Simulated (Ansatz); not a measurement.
CH2AlClS, SMILES `[Cl][Al]1[CH2][S]1`. Charge 0, multiplicity 1.

Cartesian coordinates in Å:
```
Cl -2.473 -1.444 1.044
Al -0.840 -0.290 0.517
C 0.691 0.113 -0.529
S 0.338 1.419 0.852
H 0.629 0.567 -1.514
H 1.655 -0.364 -0.371
```

(1) List the harmonic frequencies (cm⁻¹, unscaled) at PBE0-D4/def2-TZVP in Ansatz. (An estimate is asked.)

(2) Is this a minimum?

(3) Give the ideal-gas thermochemistry at 298.15 K and 1 bar (rigid rotor, harmonic oscillator; point group Cs, symmetry number 1).

Answers

(1) Computed: 149, 152, 374, 530, 590, 650, 818, 952, 1004, 1417, 3115, 3191.

(2) Yes, all 12 modes are real.

(3) Zero-point energy 77.4 kJ/mol; H(298) − E = 93.3 kJ/mol; entropy 313.8 J/(mol·K), of which translation 167.3, rotation 112.0, vibration 34.5; G(298) − E = -0.3 kJ/mol.
